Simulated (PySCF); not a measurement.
C₂H₉NSi₂, SMILES [SiH3]N1C[SiH2]C1.

Geometry: B3LYP-D3(BJ)/def2-SVP. This is a generated structure with no PubChem entry under its InChIKey; it may be hypothetical.

Calculation: PBE0/def2-TZVP run with PySCF.

| Property | Result |
|---|---|
| total energy | -714.99430 hartree |
| point group | Cs |
| highest occupied level | -6.39 eV |
| lowest empty level | -0.06 eV |
| orbital gap | 6.33 eV |
| dipole moment | 0.98 D |
| quadrupole, principal values (traceless, Buckingham form, about the centre of nuclear charge) | -2.44, -0.54, 2.98 D·Å |
| mean static polarisability | 83.9 bohr³ (12.44 Å³) |
| polarisability, principal values | 71.7, 77.7, 102.5 bohr³ |
